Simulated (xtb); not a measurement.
xtb input (GFN1-xTB):

```bash
xtb mol.xyz --gfn 1 --sp --chrg -1 --uhf 0
```
mol.xyz:
```
3

In     0.04760672     0.00975966     0.01744347
H     -0.91292311    -1.59288608    -0.36161747
H     -1.41980597     1.11466267    -0.49311259
```

Output:

```
           -------------------------------------------------
          |                Calculation Setup                |
           -------------------------------------------------

           -------------------------------------------------
          |                 G F N 1 - x T B                 |
           -------------------------------------------------

        Reference                      10.1021/acs.jctc.7b00118
      * Hamiltonian:
        H0-scaling (s, p, d)           1.850000    2.250000    2.000000
        zeta-weighting                 0.000000
      * Dispersion:
        s8                             2.400000
        a1                             0.630000
        a2                             5.000000
        s9                             0.000000
      * Repulsion:
        kExp                           1.500000
        rExp                           1.000000
      * Coulomb:
        alpha                          2.000000
        third order                    atomic
        anisotropic                    false
      * Halogen bond correction:
        rad-scale                      1.300000
        damping                        0.440000

          ...................................................
          :                      SETUP                      :
          :.................................................:
          :  # basis functions                  14          :
          :  # atomic orbitals                  13          :
          :  # shells                            7          :
          :  # electrons                         6          :
          :  # halogen bonds                     0          :
          :  max. iterations                   250          :
          :  Hamiltonian                  GFN1-xTB          :
          :  restarted?                      false          :
          :  GBSA solvation                  false          :
          :  PC potential                    false          :
          :  electronic temp.          300.0000000     K    :
          :  accuracy                    1.0000000          :
          :  -> integral cutoff          0.2500000E+02      :
          :  -> integral neglect         0.1000000E-07      :
          :  -> SCF convergence          0.1000000E-05 Eh   :
          :  -> wf. convergence          0.2000000E-04 e    :
          :  Broyden damping             0.4000000          :
          :  net charge                         -1          :
          :  unpaired electrons                  0          :
          ...................................................

 iter      E             dE          RMSdq      gap      omega  full diag
   1     -2.7763232 -0.277632E+01  0.309E+00    4.52       0.0  T
   2     -2.7763238 -0.553734E-06  0.186E+00    4.51       1.0  T
   3     -2.7763241 -0.299143E-06  0.947E-03    4.51       6.1  T
   4     -2.7763241 -0.129180E-08  0.482E-03    4.51      12.0  T
   5     -2.7763241 -0.454727E-09  0.199E-05    4.51    2905.8  T
   6     -2.7763241 -0.532907E-14  0.503E-06    4.51   11473.6  T

   *** convergence criteria satisfied after 6 iterations ***

         #    Occupation            Energy/Eh            Energy/eV
      -------------------------------------------------------------
         1        2.0000           -0.5065113             -13.7829
         2        2.0000           -0.2228127              -6.0630
         3        2.0000           -0.1751243              -4.7654 (HOMO)
         4                         -0.0094733              -0.2578 (LUMO)
         5                         -0.0094733              -0.2578
         6                         -0.0094733              -0.2578
         7                         -0.0090876              -0.2473
         8                         -0.0085199              -0.2318
       ...                                ...                  ...
        13                          0.5053040              13.7500
      -------------------------------------------------------------
                  HL-Gap            0.1656510 Eh            4.5076 eV
             Fermi-level           -0.0922988 Eh           -2.5116 eV

 SCC (total)                   0 d,  0 h,  0 min,  0.002 sec
 SCC setup                      ...        0 min,  0.000 sec (  4.912%)
 Dispersion                     ...        0 min,  0.000 sec (  1.915%)
 classical contributions        ...        0 min,  0.000 sec (  1.168%)
 integral evaluation            ...        0 min,  0.001 sec ( 23.644%)
 iterations                     ...        0 min,  0.001 sec ( 41.924%)
 molecular gradient             ...        0 min,  0.000 sec ( 20.051%)
 printout                       ...        0 min,  0.000 sec (  5.916%)

         :::::::::::::::::::::::::::::::::::::::::::::::::::::
         ::                     SUMMARY                     ::
         :::::::::::::::::::::::::::::::::::::::::::::::::::::
         :: total energy              -2.774544890024 Eh    ::
         :: gradient norm              0.052448719309 Eh/a0 ::
         :: HOMO-LUMO gap              4.507591823123 eV    ::
         ::.................................................::
         :: SCC energy                -2.776324075451 Eh    ::
         :: -> electrostatic           0.096717752639 Eh    ::
         :: repulsion energy           0.002098423252 Eh    ::
         :: dispersion energy         -0.000319237825 Eh    ::
         :: halogen bond corr.         0.000000000000 Eh    ::
         :: add. restraining           0.000000000000 Eh    ::
         :: total charge              -1.000000000000 e     ::
         :::::::::::::::::::::::::::::::::::::::::::::::::::::

           -------------------------------------------------
          |                Property Printout                |
           -------------------------------------------------

    * Orbital Energies and Occupations

         #    Occupation            Energy/Eh            Energy/eV
      -------------------------------------------------------------
         1        2.0000           -0.5065113             -13.7829
         2        2.0000           -0.2228127              -6.0630
         3        2.0000           -0.1751243              -4.7654 (HOMO)
         4                         -0.0094733              -0.2578 (LUMO)
         5                         -0.0094733              -0.2578
         6                         -0.0094733              -0.2578
         7                         -0.0090876              -0.2473
         8                         -0.0085199              -0.2318
         9                          0.0015845               0.0431
        10                          0.1638327               4.4581
        11                          0.1838252               5.0021
        12                          0.4630631              12.6006
        13                          0.5053040              13.7500
      -------------------------------------------------------------
                  HL-Gap            0.1656510 Eh            4.5076 eV
             Fermi-level           -0.0922988 Eh           -2.5116 eV

  Mulliken/CM5 charges         n(s)   n(p)   n(d)
     1In   -0.49973 -0.55497   1.923  1.492  0.085
     2H    -0.25013 -0.22251   1.250  0.000  0.000
     3H    -0.25013 -0.22251   1.250  0.000  0.000

Wiberg/Mayer (AO) data.
largest (>0.10) Wiberg bond orders for each atom

 ---------------------------------------------------------------------------
     #   Z sym  total        # sym  WBO       # sym  WBO       # sym  WBO
 ---------------------------------------------------------------------------
     1  49 In   1.888 --     2 H    0.944     3 H    0.944
     2   1 H    0.949 --     1 In   0.944
     3   1 H    0.949 --     1 In   0.944
 ---------------------------------------------------------------------------
Note: The following floating-point exceptions are signalling: IEEE_DENORMAL
normal termination of xtb

Topologies differ in total number of bonds
Writing topology from bond orders to xtbtopo.mol

 dipole moment from electron density (au)
     X       Y       Z
   1.3616   0.2791   0.4989  total (Debye):    3.754

           -------------------------------------------------
          | TOTAL ENERGY               -2.774544890024 Eh   |
          | GRADIENT NORM               0.052448719309 Eh/α |
          | HOMO-LUMO GAP               4.507591823123 eV   |
           -------------------------------------------------

------------------------------------------------------------------------
------------------------------------------------------------------------
 total:
 SCF:
```
